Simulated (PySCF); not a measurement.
Run record: geometry optimisation, Sb(SiH3)3 (`[SiH3][Sb]([SiH3])[SiH3]`).

Method: PBE0-D3(BJ)/def2-SVP geometry optimisation, gas phase, def2 core potentials past Kr (PySCF 2.14.0). Start geometry: GFN2-xTB. The input is one job of a driver script: a line of settings, then coordinates in Å.

Input:
```
{"job": {"xc": "PBE0", "basis": "def2-SVP", "d3": "d3bj", "grid": 1, "maxiter": 30, "shake": 0.03, "kind": "geom"}, "charge": 0, "multiplicity": 1}
Sb     0.060870    -0.067000     1.392060
Si     2.141660    -0.015870     0.047490
H      1.915250     0.021750    -1.422580
H      3.018680    -1.196880     0.371970
H      2.949640     1.139500     0.396290
Si    -1.090770     1.900890     0.056810
H     -1.025900     1.696890    -1.385720
H     -0.344670     3.153080     0.353530
H     -2.478070     2.037420     0.532840
Si    -1.089500    -1.888750     0.118900
H     -0.956070    -1.799640    -1.336440
H     -2.491870    -1.917930     0.407060
H     -0.578610    -3.115560     0.489990
```

Output:
```
step   0  E = -1113.50272545  max force = 0.045257
step   1  E = -1113.51560839  max force = 0.004567
step   2  E = -1113.51620801  max force = 0.001869
step   3  E = -1113.51650271  max force = 0.000847
step   4  E = -1113.51655264  max force = 0.000521
step   5  E = -1113.51657499  max force = 0.000172
step   6  E = -1113.51657602  max force = 0.000073
optimisation converged
```

Energies in Eh; «max force» is the largest Cartesian gradient component in Eh/bohr.

Give the first gradient maximum in eV/Å.

With 1 Eh/bohr = 51.422 eV/Å, 2.327 eV/Å.

How much energy does the optimisation release, in kJ/mol?

E(step 0) − E(last step) = 0.013851 Eh, which is 36.4 kJ/mol.

Main results: final energy -1113.51658 Eh after 6 steps; dipole 0.03 D.

Where do the atoms end?

0.133 Å rms from the input after alignment:
```
atom  x, y, z in Å
Sb1    0.0502   -0.0032    1.5609
Si2    2.1146   -0.0137    0.0166
H3     1.7269   -0.0108   -1.4279
H4     2.9339   -1.2320    0.2986
H5     2.9409    1.1993    0.3013
Si6   -1.0327    1.8284    0.1051
H7    -0.9489    1.5015   -1.3523
H8    -0.3314    3.1252    0.3529
H9    -2.4702    1.9746    0.4885
Si10  -1.0675   -1.8287    0.1234
H11   -0.8497   -1.5937   -1.3378
H12   -2.5365   -1.8379    0.4009
H13   -0.4990   -3.1610    0.4919
```

Estimate the wall time. Hardware: Arm Neoverse V1, one thread, shared host with 64 logical CPUs at a one-minute load of 36. And the peak memory of the process?

About 55 s, with 0.50 GiB resident at the peak, the Python interpreter and its libraries included.
Labels such as C1 count atoms from 1, the log's own numbers from 0.
